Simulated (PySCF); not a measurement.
Level of theory: B3LYP-D3(BJ)/def2-TZVP run with PySCF 2.14.0. Isolated molecules, 0 K electronic values unless said otherwise. B3LYP has the VWN-RPA correlation part, as in Gaussian. Excitations are Tamm–Dancoff values on a coarser integration grid. The basis has no diffuse functions, so Rydberg states are missing or too high.

Reference species (SMILES): `[Br][Al]([Br])[Br]` (neutral, multiplicity 1).

```
Property                   Value
----------------------  --------
HOMO                    -8.36 eV
S1 excitation (TDA)      5.49 eV
T1 excitation (TDA)      5.22 eV
S1 oscillator strength     0.000
```

Changed species: `[NH2][Al]([Br])[Br]` (1 of 3 Br replaced by NH2; the reference has 0 of 3 Br replaced by NH2).

Q: Give the shifts of the HOMO, S1 excitation (TDA), T1 excitation (TDA) and S1 oscillator strength.

A: the HOMO rises by 0.63 eV, to -7.73 eV; the S1 excitation (TDA) increases by 0.05 eV, to 5.54 eV; the T1 excitation (TDA) falls by 0.04 eV, to 5.18 eV; the S1 oscillator strength hardly moves.
